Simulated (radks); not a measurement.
Ionisation ladder of nickel, from Ni XXIII to Ni XXVIII. Each ion is in the ground configuration listed by NIST, and IE = E(next ion) - E(this ion), with E = 0 for the bare nucleus. Calculated with a radial shooting solver on a logarithmic mesh with Libxc functionals: non-relativistic Kohn-Sham, LDA (Slater exchange, Perdew-Wang correlation), spin-unpolarised, spherical densities, point nucleus.

species    configuration  IE, Delta-SCF (eV)  -e(HOMO) (eV)  HOMO  <r> HOMO (bohr)
Ni XXIII    [He] 2s2 2p2                   ?         1929.9    2p            0.198
Ni XXIV     [He] 2s2 2p1                   ?         2045.2    2p            0.195
Ni XXV          [He] 2s2              2268.0         2219.4    2s            0.227
Ni XXVI         [He] 2s1              2360.2         2315.9    2s            0.225
Ni XXVII            [He]                   ?         9998.6    1s           0.0544
Ni XXVIII            1s1             10594.4        10411.4    1s           0.0538

Estimate the withheld Delta-SCF values.

Answer. Ni XXIII: 1987.4 eV (NIST 2008); Ni XXIV: 2103.3 eV (NIST 2131); Ni XXVII: 10206.5 eV (NIST 10288.9).

Beside tabulated values, note that spin-unpolarised runs miss the spin-polarisation part of the exchange energy of open shells.
